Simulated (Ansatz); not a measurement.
**Redistribution: GeH3(CH3) + GeH2(SH)2 → GeH2(CH3)(SH) + GeH3(SH)**

Species: GeH3(CH3) (methyl germane), singlet; GeH2(SH)2, singlet; GeH2(CH3)(SH), singlet; GeH3(SH), singlet. The partners trade H for SH; both sit on Ge, so the bond types are kept.

Shapes, held fixed at every level: PBE0-D4/def2-TZVP. Flexible molecules stand in one conformer, not always the lowest. Programs: Ansatz 0.2.0. The zero-point and thermal change to 298 K, harmonic and unscaled (PBE0-D4/def2-TZVP), is -0.1 kJ/mol.

```tsv
level	kind	ΔH(298 K) (kJ/mol)	less CCSD(T)/def2-TZVPP
HF/def2-TZVPP	Hartree–Fock	-3.9	-3.6
r2SCAN-D4/def2-TZVPP	meta-GGA	+1.1	+1.4
BHLYP-D4/def2-TZVPP	global hybrid	-0.6	-0.3
wB97X-V/def2-TZVPP	range-separated hybrid	-1.2	-0.9
B2PLYP/def2-TZVPP	double hybrid	+0.3	+0.6
MP2/def2-TZVPP	perturbation theory	+0.1	+0.4
CCSD(T)/def2-SVP	coupled cluster or CI	+1.4	+1.7
CCSD(T)/def2-TZVPP	coupled cluster or CI	-0.3	0.0
```

The highest level, CCSD(T)/def2-TZVPP, gives ΔH(298 K) = -0.3 kJ/mol; the levels span -3.9 to +1.4. That is about zero within the method's error. They disagree on the sign: 4 of 8 are positive. The column of differences is taken from that level and isn't an error. No measured value is set beside it here. Relativity is left out for Ge. Outer-core shells of Ge are correlated in most correlated rows, in sets that cover them unevenly.
